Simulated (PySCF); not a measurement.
## MoH at PBEsol

Level: PBEsol. Mo def2-TZVPPD with ECP28, H def2-TZVPPD; scalar-relativistic core potentials (PySCF 2.14).

```json
{
 "state": "⁶Σ⁺ (sextet), unpaired electrons σ ↑, π ↑↑, δ ↑↑",
 "bond length": "0.1707 nm",
 "harmonic wavenumber": "1798 cm⁻¹",
 "force constant": "1.90 mdyn/Å",
 "rotational constant Be": "5.801 cm⁻¹",
 "anharmonicity ωexe": "30.9 cm⁻¹",
 "vibration–rotation constant αe": "0.155 cm⁻¹",
 "well depth De to Mo (4d5 5s1) + H": "2.64 eV",
 "dissociation energy D0": "2.53 eV",
 "bond order (Mayer)": "0.97",
 "dipole moment (positive dipole means Mo(−)H(+))": "-2.24 D"
}
```

The metal atom is held in its measured ground configuration; semilocal functionals can put another filling of s and d lower by some tenths of an eV, and De to that atom would be smaller. Spin–orbit coupling is left out, which matters for elements this heavy, above all for dissociation energies. The state is the lowest single determinant that the PBE0 search found; with open d or f shells the true ground state can be another one.
